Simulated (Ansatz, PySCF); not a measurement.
Ge$_{2}$ (SMILES [Ge]=[Ge]), triplet, at a GFN2-xTB geometry. Base run: PySCF with WB97M-V/6-31G*.

Geometry (Å):
```xyz
2

Ge     0.0000     0.0000    -1.1652
Ge     0.0000     0.0000     1.1652
```
Charge 0, spin multiplicity 3.
Orbitals are unrestricted.
All else is at PySCF's defaults.

The same geometry, method and basis name were run in Ansatz (a first-principles code) and PySCF, at each program's defaults and at the settings that a row names. The base is PySCF at its defaults. Differences at the defaults can come from grids, fitting, cores and function types together.

```tsv
code and settings	ΔE vs base (mEh)	basis functions	E (Eh)	SCF cycles
PySCF, defaults (exact integrals, its default grid, spherical functions)	0.000	64	-4153.14287	9
Ansatz, defaults (factorised integrals, its default grid, Cartesian functions)	-19.993	70	-4153.16286	-
PySCF, density fitting with def2-universal-jkfit	-0.005	64	-4153.14287	9
PySCF, fine grid	-0.001	64	-4153.14287	9
Ansatz, high accuracy, Cartesian functions as the basis file defines them	-19.992	70	-4153.16286	-
```

Open shells are given as the SCF converged; they aren't shown to be the lowest states, and a large step between rows can be another state.
